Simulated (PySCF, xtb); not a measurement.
CH2NO, SMILES [NH]C=O (connectivity only; charge and spin as stated), charge -1, multiplicity 1.

GFN2-xTB run with xtb at its own geometry gives an orbital gap of 5.26 eV.

Geometry optimised at B3LYP-D3(BJ)/def2-SVPD. The multiplicity is an assumed one; other spin states were not compared. The isomer is the one that the SMILES or the coordinates give; other isomers of the formula were not compared. One conformer was computed; it need not be the lowest.

Task: What does PySCF with PBE/def2-TZVPD give? (Estimate from the structure and the level; the computed values follow.)

Result: gap 3.79 eV (levels 0.58 and 4.37 eV).
